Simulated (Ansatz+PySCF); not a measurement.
Two shapes of quintet FeCl2.

Shape 1:

```xyz
3

Fe    0.0000    0.0000    0.0000
Cl    0.0000    0.0000    2.1280
Cl    0.0000    0.0000   -2.1280
```

Shape 2:

```xyz
3

Fe    0.0000    0.0000    0.0000
Cl    0.0000    0.0000    2.2131
Cl    0.0000    0.0000   -2.2131
```

Basis set: def2-SVP (spherical functions). Left uncorrelated: 15 orbitals. Charge 0, multiplicity 5.

Computed with Ansatz (development build ahead of 0.2.0); each method stands on the lowest determinant of its kind that the runs found.

Which shape is lower in energy, and by how much in each method?

| method | E(2) − E(1) (eV) |
| --- | --- |
| UHF-MP2 | -0.037 |
| PBE0 (restricted open-shell) | 0.050 |
| PBE0 (unrestricted) | 0.053 |
| r²SCAN (unrestricted) | 0.082 |
| ωB97X (restricted open-shell) | 0.062 |

The methods disagree on the order. Caution: other spin multiplicities were not run.
